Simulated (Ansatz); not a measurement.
A structure relaxed at B3LYP-D4/def2-SVPD in Ansatz, charge -1, singlet:

```xyz
5

Rh    1.0950   -1.1651    1.2217
Rh   -1.1527   -0.8581    0.4516
Rh   -1.5849    1.5095    0.3042
Rh    1.9282    0.0881   -0.5637
Rh   -0.2856    0.4257   -1.4138
```

(1) Give its formula and point group.

(2) Summarise the bond lengths by kind (pairs closer than 1.2 times the sum of covalent radii, bridged metal pairs left out).

Results:

(1) the cluster Rh₅⁻. Point group Cs (tolerance 0.1 Å).

(2) 8 × Rh–Rh 2.34 to 3.38 Å.

In the def2 sets Rh takes a core potential; there is no spin–orbit coupling. The restricted singlet is unstable towards broken spin symmetry in Hartree–Fock (as tested in another run); at B3LYP-D4/def2-SVPD this wasn't settled. The relaxation made no stability test and no search for a lower SCF solution. No other spin state of charge -1 was run. Another isomer (singlet) lies 1.04 eV lower at PBE0-D4/def2-TZVPD; other spin states weren't run for this one.
